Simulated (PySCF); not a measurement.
PySCF input for C6H8, SMILES C#CC1CCC1, SMD-M06-2X/def2-SVP. Coordinates come from a B3LYP-D3(BJ)/def2-SVP optimisation.

```python
import numpy as np
from pyscf import gto, scf, dft
from pyscf.solvent import smd

mol = gto.M(
    atom='''
    C     2.68568045   -0.22213775    0.00000000
    C     1.52394961    0.12503549   -0.00000000
    C     0.12253533    0.51062664   -0.00000000
    C    -0.83256644   -0.08067574    1.08348938
    C    -1.93254226   -0.19034095    0.00000000
    C    -0.83256643   -0.08067574   -1.08348938
    H     3.71554577   -0.52426706    0.00000000
    H     0.04604636    1.61134223   -0.00000001
    H    -0.47953504   -1.06817885    1.41528187
    H    -1.02906780    0.54305320    1.96800201
    H    -2.59563827    0.68878062   -0.00000000
    H    -2.55568971   -1.09659629    0.00000001
    H    -1.02906780    0.54305319   -1.96800201
    H    -0.47953504   -1.06817886   -1.41528186
    ''',
    basis='def2-SVP',
    charge=0,
    spin=0,
    max_memory=1600,
    verbose=3,
)
mf = dft.RKS(mol, xc='m06-2x').density_fit(auxbasis='def2-universal-jkfit')
mf.grids.level = 4
mf.conv_tol = 1e-9
mf.max_cycle = 100
mf.kernel()
res = {}
for name in ['water', 'methanol', 'dimethylsulfoxide']:
    s = mf.SMD()
    s.with_solvent.solvent, s.with_solvent.sasa_ng = name, 194
    s.kernel(mf.make_rdm1())
    res[name] = (s.e_tot, s.with_solvent.get_cds(), s.dip_moment(), s.mo_energy, s.converged)
    print(f'SMD {name}: dG(solv) = {(s.e_tot - mf.e_tot) * 627.509474:.3f} kcal/mol, of which CDS {res[name][1] * 627.509474:.3f}')
```

Output:

```
converged SCF energy = -233.067852407952
converged SCF energy = -233.068386736092
Dipole moment(X, Y, Z, Debye): -1.08293,  0.14190,  0.00000
SMD water: dG(solv) = -0.335 kcal/mol, of which CDS 4.070
converged SCF energy = -233.074433304076
Dipole moment(X, Y, Z, Debye): -1.07419,  0.13692,  0.00000
SMD methanol: dG(solv) = -4.130 kcal/mol, of which CDS 0.144
converged SCF energy = -233.073215333339
Dipole moment(X, Y, Z, Debye): -1.07867,  0.13946,  0.00000
SMD dimethylsulfoxide: dG(solv) = -3.365 kcal/mol, of which CDS 0.977
```

The run converged.

Cost: around 5 core-minutes (rough).
